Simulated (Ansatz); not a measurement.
Basis-set extrapolation for CH5AlClNSSi, SMILES `[NH2][Al]1[CH2]S[SiH]1Cl` (PBE0-D4/def2-TZVP geometry, frozen core, Ansatz). Multiplicity 1, RHF reference.

```tsv
	def2-TZVPP	def2-QZVPP
HF	-1483.303800	-1483.347937
MP2 correlation	-0.935383	-1.012667
CCSD(T) correlation	-1.040035	not run
```

Energies in hartree. Use E(X) = E(∞) + A·exp(−7.88·√X) for Hartree–Fock and E(X) = E(∞) + B·X^(−2.97) for correlation, with X = 3 and 4, and add CCSD(T) minus MP2 of the smaller set to the MP2 limit.

Q: What is the CCSD(T) energy at the basis-set limit?

A: HF limit: -1483.347937 + (-0.044137) × 0.13774 = -1483.35402. MP2 limit: -1.012667 + (-0.077284) × 0.74074 = -1.06991. Higher-order term: -1.040035 − (-0.935383) = -0.10465. Total: -1484.52858 hartree, 485.0 kJ/mol below CCSD(T)/def2-TZVPP.
